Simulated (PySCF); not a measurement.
Multinuclear NMR of C5H11PSi

Structure with atom numbers: `[CH3:1]/[C:2]([SiH3:3])=[P:4]\[CH:5]1[CH2:6][CH2:7]1`; H(Xn) means a hydrogen on atom n. Ha(C6), Ha(C7) are cis to P4 on the ring; Hb(C6), Hb(C7) are trans to P4 on the ring.

Non-relativistic Hamiltonian, averaged over atoms made equivalent by symmetry, fast rotation or ring inversion, one conformer, isolated molecule. GFN2-xTB geometry; σ from GIAO-PBE0/pcSseg-1; PySCF 2.14.0 with density-fitted response routines.

**Question.** Predict the ³¹P NMR data.

**Answer.** 
```
atoms               environment  σ (ppm)  δ (ppm)
   P4  phosphorus bonded to 2 C    -57.8    318.0
```

Shieldings were converted by a linear fit to measured shifts: ³¹P: δ = 270.09 − 0.828σ (rms 18.1 ppm, 64 shifts vs H3PO4, solution or neat liquid). Occasional misses reach two or three times the rms, and more in compound classes unlike the fitted ones.

On a 500 MHz spectrometer ³¹P resonates near 202.4 MHz, so 1 ppm is 202.4 Hz.

**Question.** What are the ²⁹Si shifts?

**Answer.** 
```
atoms               environment  σ (ppm)  δ (ppm)
  Si3  silicon bonded to C, 3 H    417.9    -63.5
```

Shieldings were converted by a linear fit to measured shifts: ²⁹Si: δ = 279.94 − 0.822σ (rms 8.9 ppm, 72 shifts, 25.8 ppm with the 6 outliers that the fit left out vs TMS, solution or neat liquid). A few per cent of atoms miss by over 2 rms, more outside the fitted compound classes.

On a 500 MHz spectrometer ²⁹Si resonates near 99.3 MHz, so 1 ppm is 99.3 Hz.
